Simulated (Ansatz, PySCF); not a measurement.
Molecule: sum formula BN2H4Cl, charge 0, multiplicity 1. 
Geometry from a B3LYP-D3(BJ)/def2-TZVP (Ansatz, an electronic-structure program) optimisation:
```xyz
8

B      0.0377    -0.3799     0.2317
Cl    -0.1142     1.1521    -0.7027
N      1.3276    -0.9079     0.4162
N     -1.1419    -0.9641     0.7256
H      1.5145    -1.7558     0.9220
H      2.1444    -0.4576     0.0458
H     -1.1603    -1.8167     1.2571
H     -2.0442    -0.5528     0.5705
```
Charge 0, spin multiplicity 1.

PBE beside other levels, property by property. Valence correlation only, unless marked. UHF or UKS for open shells. Spin-orbit coupling is left out. No relativistic terms. Basis-set limits of correlation are two-point, X^-3; Hartree-Fock from the larger set. [CCSD(T)-MP2]/basis is that difference in the basis named. Rows marked 298 K are enthalpies with B3LYP-D3(BJ) harmonic zero-point and thermal terms. Atomisation energies are electronic, to ground-state atoms; the column to compare with has the core term from cc-pwCVTZ added, other frozen-core levels have none. Frequencies are from Ansatz or PySCF. Anions need diffuse functions, of which def2-TZVPD holds fewer than the aug- sets. The coupled-cluster column (Ansatz) is a level with limits of its own: (a) RI-MP2/CBS(aug-cc-pV(T+d)Z,aug-cc-pV(Q+d)Z)+[CCSD(T)-MP2]/aug-cc-pV(T+d)Z; (b) CCSD(T)/CBS(cc-pV(T+d)Z,cc-pV(Q+d)Z).

| property | r2SCAN-D4/def2-TZVPD (Ansatz + dftd4) | wB97X-V/def2-TZVPD (Ansatz) | B2PLYP-D3(BJ)/def2-TZVPD (Ansatz + dftd3) | coupled cluster |
|---|---|---|---|---|
| B-N bond dissociation enthalpy, 298 K, to N[B]Cl + [NH2] (NH2) (kcal/mol) | 121.0 | 128.8 | 126.2 | 128.9 (b) |
| H-N bond dissociation enthalpy, 298 K, to [NH]B(N)Cl + H atom (kcal/mol) | 108.8 | 113.0 | 112.1 | 115.6 (a) |
| deprotonation enthalpy (H-N bond), 298 K, to [NH-]B(N)Cl + H+ (kcal/mol) | 372.1 | 374.3 | 371.0 | 371.9 (a) |
| atomisation energy (kcal/mol) | 720.0 | 723.2 | 715.9 | 721.4 (b) |

Problem. What does PBE/def2-TZVPD (Ansatz) give for each property, and on which side of coupled cluster does it fall?

Solution. 
- B-N bond dissociation enthalpy, 298 K, to N[B]Cl + [NH2] (NH2): PBE lies 4.9 kcal/mol below coupled cluster; PBE gives 124.0 kcal/mol.
- H-N bond dissociation enthalpy, 298 K, to [NH]B(N)Cl + H atom: PBE lies 5.8 kcal/mol below coupled cluster; PBE gives 109.8 kcal/mol.
- deprotonation enthalpy (H-N bond), 298 K, to [NH-]B(N)Cl + H+: PBE lies 2.9 kcal/mol below coupled cluster; PBE gives 369.0 kcal/mol.
- atomisation energy: PBE lies 15.4 kcal/mol above coupled cluster; PBE gives 736.8 kcal/mol.
